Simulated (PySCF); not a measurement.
Cl2Mg (SMILES [Cl][Mg][Cl]), singlet, geometry from GFN2-xTB (such geometries of metal compounds can be far from the true shape). Base run: M062X/cc-pVDZ run with PySCF.

Here is a job for PySCF.
```python
from pyscf import gto, scf, dft

mol = gto.M(
    atom='''
Mg    0.193997    0.278208    0.272822
Cl    1.387431    0.247934   -1.484504
Cl   -1.524370   -0.444316    1.291924
''',
    basis='cc-pvdz',
    charge=0,
    spin=0,
    verbose=4,
    symmetry=True,
)

mf = dft.RKS(mol)
mf.xc = 'm062x'
mf.kernel()
mf.analyze()
```

The base run was repeated with changes; each row names its change, and settings that it needs were set with it.

```
change                               ΔE vs base (mEh)  point group used  SCF cycles
-----------------------------------  ----------------  ----------------  ----------
base                                            0.000               C2v           8
irrep_nelec = A1:20 A2:4 B1:4 B2:18             790.8               C2v           8
symmetry = off                                  0.000                C1           8
irrep_nelec = A1:18 A2:4 B1:8 B2:16             680.5               C2v           8
symmetry_subgroup = Cs                          0.000                Cs           8
irrep_nelec = A1:18 A2:6 B1:6 B2:16            1232.6               C2v          10
symmetry_subgroup = C2                          0.000                C2           8
irrep_nelec = A1:18 A2:4 B1:6 B2:18             791.1               C2v          10
```
